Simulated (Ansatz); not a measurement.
`[SiH3]N([SiH3])[Si]Br` + H₂S → `[SiH3]N([SiH3])[Si]S` + HBr at 298.15 K and 1 bar (ligand exchange at the Si–Br bond).

Calculated with Ansatz (gas phase, PBE0-D4/def2-TZVP geometries, no zero-point term in ΔE). CBS: MP2 limit from def2 TZ/QZ plus the TZ coupled-cluster correction, frozen cores. This one scheme is used for every species. For Br outer-core shells are correlated without core-valence functions, which leaves a few kJ/mol of doubt a bond. Scalar relativity is left out up to krypton. Each species was taken in one conformer, which may not be the lowest.

```
                species  CCSD(T)/CBS energy (Eh)  H − E (kJ/mol)  S (J/(mol·K))
`[SiH3]N([SiH3])[Si]Br`              -3498.95213           179.4          392.4
                    H₂S               -398.97279            49.9          205.7
 `[SiH3]N([SiH3])[Si]S`              -1323.98626           202.5          400.9
                    HBr              -2573.91920            24.6          198.6
```

H − E and S are ideal-gas, rigid-rotor, harmonic terms from PBE0-D4/def2-TZVP, for one conformer and one mirror image of each species. 1 Eh = 2625.50 kJ/mol, R = 8.31446 J/(mol·K).

Task: By hand: ΔE, ΔH, ΔS and ΔG.

Result: ΔE = (-1323.98626) + (-2573.91920) − (-3498.95213) − (-398.97279) = 0.01946 Eh = 51.1 kJ/mol. Δ(H − E) = 202.5 + 24.6 − 179.4 − 49.9 = -2.2, so ΔH = 48.9 kJ/mol. ΔS = 400.9 + 198.6 − 392.4 − 205.7 = 1.4 J/(mol·K). ΔG = 48.9 − 298.15 × (1.4)/1000 = 48.5 kJ/mol.

Task: By hand: the equilibrium constant, and the temperature at which ΔG would vanish if ΔH and ΔS stayed fixed.

Result: log₁₀ K = −ΔG/(RT ln 10) = -8.5. ΔG = 0 at ΔH/ΔS = 34929 K, far beyond where these terms or the molecules hold.

The number of gas molecules stays the same, so ΔS is small and ΔH decides. A doubt of 5 kJ/mol in ΔE shifts log₁₀ K by 0.9 here. Other conformers and mirror images would add mixing entropy, several J/(mol·K) or more a flexible species. Modes under 60 cm⁻¹, often nearly free rotors, make the harmonic entropy too high. These are equilibria of isolated gas molecules and say nothing of rates. Largest T1 diagnostic: 0.014 (customary marks: 0.02 for closed shells, 0.045 for open ones).
